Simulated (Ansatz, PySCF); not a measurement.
System: InCl, net charge 0, singlet state. 
Coordinates optimised at B3LYP-D3(BJ)/def2-TZVP (Ansatz, a first-principles code):
```
In
Cl 1 2.4410
```
Charge 0, spin multiplicity 1.

Total electronic energies in hartree. Cores are frozen in the correlated levels unless marked. Spin-orbit coupling is left out. The frozen core is the preceding noble-gas configuration, with the filled d and f shells of earlier blocks. Past Kr the def2 sets carry scalar-relativistic core potentials. STO-3G rows are all-electron and non-relativistic. CBS marks a two-point X^-3 extrapolation of the correlation energy; Hartree-Fock from the larger set. The bracket is a focal-point correction in the basis named.

```json
[
 {"level": "HF/STO-3G", "program": "Ansatz", "energy (Eh)": "-6137.51754"},
 {"level": "r2SCAN/def2-TZVPD", "program": "Ansatz", "energy (Eh)": "-650.47074"},
 {"level": "B3LYP/def2-TZVPD", "program": "Ansatz", "energy (Eh)": "-650.51976"},
 {"level": "TPSSh/def2-TZVPD", "program": "PySCF", "energy (Eh)": "-650.37509"},
 {"level": "M06-2X/def2-TZVPD", "program": "PySCF", "energy (Eh)": "-650.34734"},
 {"level": "PBE-QIDH/def2-TZVPD", "program": "Ansatz", "energy (Eh)": "-649.90541"},
 {"level": "MP2/def2-SVPD", "program": "Ansatz", "energy (Eh)": "-648.84352"},
 {"level": "MP2/def2-TZVPP", "program": "Ansatz", "energy (Eh)": "-649.04582"},
 {"level": "RI-MP2/CBS(def2-TZVPP,def2-QZVPP)", "program": "Ansatz", "energy (Eh)": "-649.1004"},
 {"level": "CCSD/STO-3G", "program": "Ansatz", "energy (Eh)": "-6137.55487"},
 {"level": "CCSD/def2-SVP", "program": "Ansatz", "energy (Eh)": "-648.83741"},
 {"level": "CCSD(T)/STO-3G", "program": "Ansatz", "energy (Eh)": "-6137.55569"},
 {"level": "CCSDT/def2-SVP", "program": "Ansatz", "energy (Eh)": "-648.84201"},
 {"level": "RI-MP2/CBS(def2-TZVPP,def2-QZVPP)+[CCSD(T)-MP2]/def2-QZVPP", "program": "Ansatz", "energy (Eh)": "-649.1346"},
 {"level": "CCSD(T)/CBS(def2-TZVPPD,def2-QZVPPD)", "program": "Ansatz", "energy (Eh)": "-649.1338"}
]
```

Totals of different functionals don't rank their quality; only differences between species are comparable.
